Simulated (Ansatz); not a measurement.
Basis-set extrapolation for `F[SiH2]O[SiH](F)F` (PBE0-D4/def2-TZVP geometry, frozen core, Ansatz). Multiplicity 1, RHF reference.

```tsv
	def2-TZVPP	def2-QZVPP
HF	-953.321119	-953.359573
MP2 correlation	-1.209230	-1.321135
CCSD(T) correlation	-1.267237	not run
```

Energies in hartree. Use E(X) = E(∞) + A·exp(−7.88·√X) for Hartree–Fock and E(X) = E(∞) + B·X^(−2.97) for correlation, with X = 3 and 4, and add CCSD(T) minus MP2 of the smaller set to the MP2 limit.

Q: What is the CCSD(T) energy at the basis-set limit?

A: HF limit: -953.359573 + (-0.038454) × 0.13774 = -953.36487. MP2 limit: -1.321135 + (-0.111905) × 0.74074 = -1.40403. Higher-order term: -1.267237 − (-1.209230) = -0.05801. Total: -954.82691 hartree, 149.7 kcal/mol below CCSD(T)/def2-TZVPP.
